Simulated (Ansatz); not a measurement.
Li₃Cl₂. Total charge 0; doublet. Geometry PBE0-D4/def2-TZVP.

```xyz
5

Li    0.2175   -0.0527    1.6255
Li    1.1250    0.1273   -1.1524
Li   -1.3873   -0.0637   -0.8123
Cl   -0.1003    1.6300    0.2393
Cl    0.1451   -1.6409    0.0998
```

HSE06 is defined as in plane-wave codes, on full-range PBE exchange. Another isomer (doublet) lies 0.46 eV lower at PBE0-D4/def2-TZVP; other spin states weren't run for this one.

Problem. Estimate the α-spin orbital energies around the gap (eV) in Ansatz with PBE-D4/def2-TZVP, r2SCAN-D4/def2-TZVP, PBE0-D4/def2-TZVP, HSE06-D4/def2-TZVP, BHLYP-D4/def2-TZVP.

Solution. 
```json
{"orbital": "HOMO−9", "PBE-D4/def2-TZVP": "-51.26", "r2SCAN-D4/def2-TZVP": "-52.81", "PBE0-D4/def2-TZVP": "-55.33", "HSE06-D4/def2-TZVP": "-54.93", "BHLYP-D4/def2-TZVP": "-59.78"}
{"orbital": "HOMO−8", "PBE-D4/def2-TZVP": "-19.55", "r2SCAN-D4/def2-TZVP": "-20.47", "PBE0-D4/def2-TZVP": "-22.11", "HSE06-D4/def2-TZVP": "-21.68", "BHLYP-D4/def2-TZVP": "-24.49"}
{"orbital": "HOMO−7", "PBE-D4/def2-TZVP": "-19.26", "r2SCAN-D4/def2-TZVP": "-20.17", "PBE0-D4/def2-TZVP": "-21.80", "HSE06-D4/def2-TZVP": "-21.37", "BHLYP-D4/def2-TZVP": "-24.16"}
{"orbital": "HOMO−6", "PBE-D4/def2-TZVP": "-8.81", "r2SCAN-D4/def2-TZVP": "-9.18", "PBE0-D4/def2-TZVP": "-10.32", "HSE06-D4/def2-TZVP": "-9.90", "BHLYP-D4/def2-TZVP": "-11.62"}
{"orbital": "HOMO−5", "PBE-D4/def2-TZVP": "-8.14", "r2SCAN-D4/def2-TZVP": "-8.51", "PBE0-D4/def2-TZVP": "-9.56", "HSE06-D4/def2-TZVP": "-9.16", "BHLYP-D4/def2-TZVP": "-10.80"}
{"orbital": "HOMO−4", "PBE-D4/def2-TZVP": "-8.07", "r2SCAN-D4/def2-TZVP": "-8.44", "PBE0-D4/def2-TZVP": "-9.48", "HSE06-D4/def2-TZVP": "-9.07", "BHLYP-D4/def2-TZVP": "-10.71"}
{"orbital": "HOMO−3", "PBE-D4/def2-TZVP": "-7.98", "r2SCAN-D4/def2-TZVP": "-8.33", "PBE0-D4/def2-TZVP": "-9.37", "HSE06-D4/def2-TZVP": "-8.96", "BHLYP-D4/def2-TZVP": "-10.59"}
{"orbital": "HOMO−2", "PBE-D4/def2-TZVP": "-7.70", "r2SCAN-D4/def2-TZVP": "-8.06", "PBE0-D4/def2-TZVP": "-9.08", "HSE06-D4/def2-TZVP": "-8.68", "BHLYP-D4/def2-TZVP": "-10.28"}
{"orbital": "HOMO−1", "PBE-D4/def2-TZVP": "-7.24", "r2SCAN-D4/def2-TZVP": "-7.59", "PBE0-D4/def2-TZVP": "-8.61", "HSE06-D4/def2-TZVP": "-8.21", "BHLYP-D4/def2-TZVP": "-9.82"}
{"orbital": "HOMO", "PBE-D4/def2-TZVP": "-2.60", "r2SCAN-D4/def2-TZVP": "-2.55", "PBE0-D4/def2-TZVP": "-2.97", "HSE06-D4/def2-TZVP": "-2.66", "BHLYP-D4/def2-TZVP": "-3.25"}
{"orbital": "LUMO", "PBE-D4/def2-TZVP": "-1.79", "r2SCAN-D4/def2-TZVP": "-1.61", "PBE0-D4/def2-TZVP": "-1.27", "HSE06-D4/def2-TZVP": "-1.60", "BHLYP-D4/def2-TZVP": "-0.79"}
{"orbital": "LUMO+1", "PBE-D4/def2-TZVP": "-1.61", "r2SCAN-D4/def2-TZVP": "-1.47", "PBE0-D4/def2-TZVP": "-1.09", "HSE06-D4/def2-TZVP": "-1.42", "BHLYP-D4/def2-TZVP": "-0.53"}
{"orbital": "LUMO+2", "PBE-D4/def2-TZVP": "-1.01", "r2SCAN-D4/def2-TZVP": "-0.75", "PBE0-D4/def2-TZVP": "-0.34", "HSE06-D4/def2-TZVP": "-0.71", "BHLYP-D4/def2-TZVP": "0.37"}
{"orbital": "LUMO+3", "PBE-D4/def2-TZVP": "-0.50", "r2SCAN-D4/def2-TZVP": "-0.18", "PBE0-D4/def2-TZVP": "0.12", "HSE06-D4/def2-TZVP": "-0.23", "BHLYP-D4/def2-TZVP": "0.75"}
{"orbital": "LUMO+4", "PBE-D4/def2-TZVP": "0.04", "r2SCAN-D4/def2-TZVP": "0.40", "PBE0-D4/def2-TZVP": "0.69", "HSE06-D4/def2-TZVP": "0.34", "BHLYP-D4/def2-TZVP": "1.38"}
{"orbital": "LUMO+5", "PBE-D4/def2-TZVP": "1.24", "r2SCAN-D4/def2-TZVP": "1.60", "PBE0-D4/def2-TZVP": "1.91", "HSE06-D4/def2-TZVP": "1.58", "BHLYP-D4/def2-TZVP": "2.44"}
{"orbital": "β HOMO", "PBE-D4/def2-TZVP": "-7.23", "r2SCAN-D4/def2-TZVP": "-7.57", "PBE0-D4/def2-TZVP": "-8.59", "HSE06-D4/def2-TZVP": "-8.19", "BHLYP-D4/def2-TZVP": "-9.80"}
{"orbital": "β LUMO", "PBE-D4/def2-TZVP": "-1.82", "r2SCAN-D4/def2-TZVP": "-1.45", "PBE0-D4/def2-TZVP": "-1.27", "HSE06-D4/def2-TZVP": "-1.58", "BHLYP-D4/def2-TZVP": "-1.06"}
```
